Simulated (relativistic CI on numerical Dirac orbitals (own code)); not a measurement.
# Radial parameters of Nb XIII

Calculated at this level of theory: Dirac-Coulomb-Breit CI, orbitals from a KLI potential per configuration, a model potential for QED, unscaled Slater integrals (own radial code, finite nucleus).

Slater integrals F^k, G^k are unscaled and averaged over j, outside the closed core [Ar]; ζ comes from projecting the Hamiltonian with its Breit term on Σ l·s of the shell.

- 3d¹⁰4p: ζ(4p) = 17506 cm⁻¹; <r>(4p) = 1.064, <r^2>(4p) = 1.274 (bohr units).
- 3d¹⁰4d: ζ(4d) = 1694.1 cm⁻¹; <r>(4d) = 1.164, <r^2>(4d) = 1.543 (bohr units).
- 3d¹⁰4f: ζ(4f) = -6.8142 cm⁻¹; <r>(4f) = 1.269, <r^2>(4f) = 1.819 (bohr units).

In this model ζ of a weakly bound d, f or g electron outside closed shells comes out too small, for d by up to a factor of two or three and at times with the wrong sign; that of an outer p electron is too small as well.

Averages of the first 10 configurations, taken without configuration mixing, which lowers the lowest level and can move excited configurations by several eV; other configurations of the list can lie among them:

| Configuration | Parity | States | Average energy above the lowest level (eV) |
| --- | --- | --- | --- |
| 3d¹⁰4s | even | 2 | 0.1 |
| 3d¹⁰4p | odd | 6 | 29.5 |
| 3d¹⁰4d | even | 10 | 74.9 |
| 3d¹⁰4f | odd | 14 | 117.9 |
| 3d¹⁰5s | even | 2 | 120.3 |
| 3d¹⁰5p | odd | 6 | 133.0 |
| 3d¹⁰5d | even | 10 | 152.7 |
| 3d¹⁰5f | odd | 14 | 171.5 |
| 3d¹⁰6s | even | 2 | 174.0 |
| 3d⁹4s² | even | 10 | 182.5 |
